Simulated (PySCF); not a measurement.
A geometry optimisation, step by step.

Species: C₄H₇PTe.
Atom-mapped SMILES: `[CH:1]#[C:2][CH2:3][P@H:4]([CH3:5])=[Te:6]` (hydrogens: H7 on C1; H8, H9 on C3; H10 on P4; H11, H12, H13 on C5)

Method: PySCF 2.14.0, PBE0-D3(BJ)/def2-SVP geometry optimisation, gas phase, def2 core potentials past Kr; density fitting, grid level 1; the optimiser is geomeTRIC in internal coordinates, started from a GFN2-xTB structure with every atom displaced at random (about 0.01 Å). The frame can shift and turn from step to step; on so coarse a grid that alone can change the energy by a few meV, and forces under 0.02 eV/Å are noise.

Step 0: E = -20828.4134 eV, largest atomic force 4.240 eV/Å
```
atom  x, y, z in Å  |  force x, y, z in eV/Å
C1      2.138   -1.512   -0.336   -1.998   3.731  -0.251
C2      1.571   -0.425   -0.418    0.855  -1.678   0.129
C3      0.857    0.835   -0.463    1.503   0.283   0.413
P4     -0.586    0.857    0.626   -1.209  -0.996  -0.302
C5     -1.559   -0.617    0.062   -0.309   1.072   0.001
Te6    -1.755    2.855    0.708   -0.069   0.271   0.067
H7      2.626   -2.410   -0.294    1.159  -2.122   0.122
H8      0.547    1.075   -1.475   -0.273   0.252  -0.498
H9      1.523    1.661   -0.101   -0.360  -0.324  -0.318
H10    -0.046    0.315    1.798    0.288   0.079   0.521
H11    -0.929   -1.494    0.003    0.422  -0.469  -0.138
H12    -2.359   -0.789    0.788   -0.148   0.022   0.124
H13    -2.023   -0.367   -0.908    0.141  -0.121   0.131
```

Step 1: E = -20828.5136 eV, largest atomic force 1.074 eV/Å
```
atom  x, y, z in Å  |  force x, y, z in eV/Å
C1      1.914   -1.597   -0.399    0.862  -0.623   0.152
C2      1.616   -0.425   -0.405   -0.664   0.219  -0.195
C3      0.949    0.858   -0.441    0.062   0.055  -0.038
P4     -0.570    0.860    0.627   -0.002  -0.351   0.007
C5     -1.535   -0.589    0.072    0.094   0.014   0.098
Te6    -1.717    2.885    0.692   -0.021   0.106   0.018
H7      2.377   -2.576   -0.365   -0.274   0.204  -0.042
H8      0.616    1.118   -1.461    0.038   0.019   0.080
H9      1.588    1.679   -0.085   -0.003   0.098   0.030
H10    -0.019    0.371    1.848   -0.025   0.127  -0.027
H11    -0.890   -1.483    0.026   -0.068   0.100  -0.029
H12    -2.350   -0.749    0.792   -0.005   0.026  -0.007
H13    -1.972   -0.367   -0.910    0.005   0.008  -0.048
```

Step 2: E = -20828.5491 eV, largest atomic force 0.539 eV/Å
```
atom  x, y, z in Å  |  force x, y, z in eV/Å
C1      2.012   -1.600   -0.399    0.337   0.377   0.100
C2      1.626   -0.447   -0.415   -0.386  -0.359  -0.113
C3      0.936    0.829   -0.443    0.127  -0.004   0.048
P4     -0.582    0.843    0.628    0.035  -0.081  -0.038
C5     -1.579   -0.576    0.074    0.021   0.036   0.042
Te6    -1.684    2.902    0.696    0.010   0.013   0.010
H7      2.505   -2.556   -0.366   -0.125  -0.030  -0.025
H8      0.606    1.096   -1.460   -0.002   0.010   0.005
H9      1.567    1.657   -0.082   -0.009   0.013   0.001
H10    -0.032    0.368    1.851   -0.022   0.040   0.006
H11    -0.961   -1.483    0.021    0.007  -0.018  -0.019
H12    -2.399   -0.713    0.793   -0.007   0.000  -0.015
H13    -2.009   -0.338   -0.909    0.014   0.003  -0.003
```

Step 3: E = -20828.5710 eV, largest atomic force 0.328 eV/Å
```
atom  x, y, z in Å  |  force x, y, z in eV/Å
C1      2.095   -1.582   -0.389    0.065   0.318   0.041
C2      1.613   -0.469   -0.425   -0.137  -0.173  -0.033
C3      0.919    0.802   -0.446    0.086   0.038   0.063
P4     -0.590    0.830    0.632    0.020   0.121  -0.031
C5     -1.606   -0.567    0.072   -0.035  -0.011  -0.003
Te6    -1.652    2.913    0.707    0.004  -0.030   0.003
H7      2.602   -2.526   -0.354   -0.005  -0.136  -0.010
H8      0.585    1.077   -1.460   -0.028   0.005  -0.026
H9      1.548    1.633   -0.086    0.014  -0.042  -0.018
H10    -0.046    0.365    1.858    0.001  -0.031   0.019
H11    -1.005   -1.485    0.012    0.020  -0.040   0.002
H12    -2.434   -0.693    0.783   -0.008  -0.017  -0.013
H13    -2.022   -0.313   -0.913    0.003  -0.003   0.006
```

Step 4: E = -20828.5763 eV, largest atomic force 0.098 eV/Å
```
atom  x, y, z in Å  |  force x, y, z in eV/Å
C1      2.127   -1.566   -0.380    0.006   0.097   0.014
C2      1.602   -0.475   -0.428   -0.018  -0.049  -0.006
C3      0.912    0.798   -0.448    0.018   0.030   0.013
P4     -0.594    0.829    0.633   -0.009   0.088   0.007
C5     -1.611   -0.568    0.070   -0.011  -0.015  -0.022
Te6    -1.650    2.914    0.714   -0.004  -0.023  -0.002
H7      2.629   -2.515   -0.345    0.002  -0.051  -0.003
H8      0.572    1.074   -1.459   -0.014  -0.003  -0.010
H9      1.549    1.624   -0.092    0.012  -0.024  -0.004
H10    -0.053    0.363    1.861    0.007  -0.030   0.002
H11    -1.011   -1.487    0.008    0.009  -0.011   0.009
H12    -2.445   -0.696    0.773    0.001  -0.003   0.000
H13    -2.021   -0.311   -0.917   -0.001  -0.005   0.001
```

Step 5: E = -20828.5772 eV, largest atomic force 0.034 eV/Å
```
atom  x, y, z in Å  |  force x, y, z in eV/Å
C1      2.130   -1.559   -0.376   -0.004   0.012   0.005
C2      1.596   -0.473   -0.428    0.009  -0.006  -0.001
C3      0.910    0.802   -0.448    0.001   0.011  -0.005
P4     -0.596    0.832    0.633   -0.012   0.029   0.012
C5     -1.605   -0.571    0.067   -0.004  -0.008  -0.016
Te6    -1.663    2.910    0.716   -0.003  -0.009  -0.003
H7      2.624   -2.513   -0.340   -0.001  -0.003  -0.001
H8      0.567    1.078   -1.459   -0.001  -0.003   0.000
H9      1.552    1.625   -0.094    0.006  -0.007   0.001
H10    -0.056    0.361    1.861    0.006  -0.012  -0.004
H11    -0.999   -1.487    0.009    0.002   0.001   0.007
H12    -2.440   -0.704    0.769    0.001   0.000   0.002
H13    -2.014   -0.317   -0.921    0.001  -0.005   0.001
```

Step 6: E = -20828.5773 eV, largest atomic force under 0.02 eV/Å
```
atom  x, y, z in Å  |  force x, y, z in eV/Å
C1      2.128   -1.555   -0.373   -0.002  -0.010   0.003
C2      1.595   -0.469   -0.427    0.006   0.005  -0.001
C3      0.910    0.807   -0.447   -0.003   0.001  -0.007
P4     -0.598    0.833    0.632   -0.005  -0.002   0.005
C5     -1.600   -0.574    0.065    0.000  -0.001  -0.004
Te6    -1.675    2.906    0.715   -0.002  -0.001  -0.002
H7      2.618   -2.511   -0.336    0.000   0.008   0.000
H8      0.567    1.082   -1.459    0.002   0.000   0.001
H9      1.553    1.629   -0.093   -0.001   0.001   0.003
H10    -0.056    0.361    1.859    0.002  -0.001  -0.003
H11    -0.990   -1.488    0.010    0.000   0.001   0.004
H12    -2.435   -0.711    0.766    0.000   0.001   0.000
H13    -2.010   -0.325   -0.924    0.002  -0.003  -0.001
```

**Question.** Summarise the path.

**Answer.** The energy falls by 15.82 kJ/mol from step 0 to step 6; nine tenths of that is first reached at step 3. It falls at every step. The largest force goes from 4.240 to under 0.02 eV/Å. Among the bonds C1–H7 changes most, from 1.023 to 1.075 Å; the atoms move by 0.044 Å rms after alignment.

**Question.** Follow the three bonds and two angles with the largest change from start to end.

**Answer.** 
```
step  E above end (kJ/mol)  largest force (eV/Å)  C1–H7 (Å)  C3–P4 (Å)  P4–C5 (Å)  C5–P4–H10 (°)  Te6–P4–H10 (°)
   0                 15.82                 4.240      1.023      1.808      1.854           98.6           119.9
   1                  6.14                 1.074      1.083      1.857      1.827          101.1           117.7
   2                  2.73                 0.539      1.076      1.858      1.821          102.3           116.9
   3                  0.61                 0.328      1.072      1.855      1.815          103.2           115.9
   4                  0.10                 0.098      1.073      1.854      1.817          103.2           115.7
   5                  0.01                 0.034      1.075      1.854      1.818          103.0           115.9
   6                  0.00            under 0.02      1.075      1.855      1.819          102.8           116.1
```

What follows is the cost of the whole optimisation. Hardware: one thread of an Arm Neoverse V1, no GPU, on a shared host. Cost: 70 s of wall time, 0.59 GiB resident at most.
